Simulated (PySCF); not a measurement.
CH₅FOSi, SMILES O[Si@@H](C)F.

The structure is a stationary point at B3LYP-D3(BJ)/def2-SVP. The structure was generated by enumeration; whether it is a known compound was not checked. One conformer was computed; it need not be the lowest.

Computed with SMD-M06-2X/def2-SVP run with PySCF.

Solvation free energies are E(SMD) − E(gas) at the gas-phase geometry, for 1 M in both phases. In vacuum the dipole moment is 2.22 D.

**Question.** Rank water, 1-octanol, dichloromethane by solvation free energy, most negative first.

**Answer.** 1-octanol (-5.4 kcal/mol), dichloromethane (-4.9 kcal/mol), water (-4.3 kcal/mol)
